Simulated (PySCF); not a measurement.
SMILES C[N](C)[Ga]([NH2])[NH2] (C2H10GaN3), GFN2-xTB optimised geometry.

```
16

Ga     0.21    -0.60     0.00
N     -0.66    -2.16     0.40
H     -0.16    -3.03     0.28
H     -1.63    -2.31     0.16
N      2.04    -0.60     0.00
H      2.59     0.15    -0.41
H      2.52    -1.47    -0.16
N     -0.71     1.00     0.00
C     -2.16     1.07     0.04
C     -0.10     2.27    -0.33
H     -2.49     1.79     0.80
H     -2.59     1.38    -0.92
H     -2.56     0.09     0.31
H     -0.43     2.64    -1.32
H     -0.36     3.03     0.42
H      0.98     2.16    -0.35
```

Density from PBE0/def2-TZVP (PySCF) at that geometry.

Minimum of the electron density along straight lines between bonded atoms, close to the bond critical point (lines longer than 1.1 times the sum of covalent radii, or with two minima, are not listed):

```tsv
bond	length / Å	ρ at the minimum / e bohr⁻³	∇²ρ there / e bohr⁻⁵	position (fraction from the first atom)
Ga1–N2	1.834	0.131	0.54	0.48
N2–H3	1.013	0.333	-1.58	0.73
N2–H4	1.012	0.333	-1.59	0.73
Ga1–N5	1.833	0.131	0.54	0.48
N5–H6	1.012	0.333	-1.59	0.73
N5–H7	1.013	0.333	-1.58	0.73
Ga1–N8	1.846	0.129	0.52	0.48
N8–C9	1.448	0.273	-0.71	0.59
N8–C10	1.448	0.273	-0.71	0.59
C9–H11	1.097	0.277	-0.95	0.64
C9–H12	1.099	0.276	-0.94	0.64
C9–H13	1.092	0.280	-0.98	0.64
C10–H14	1.100	0.276	-0.94	0.64
C10–H15	1.097	0.277	-0.95	0.64
C10–H16	1.092	0.280	-0.97	0.64
```
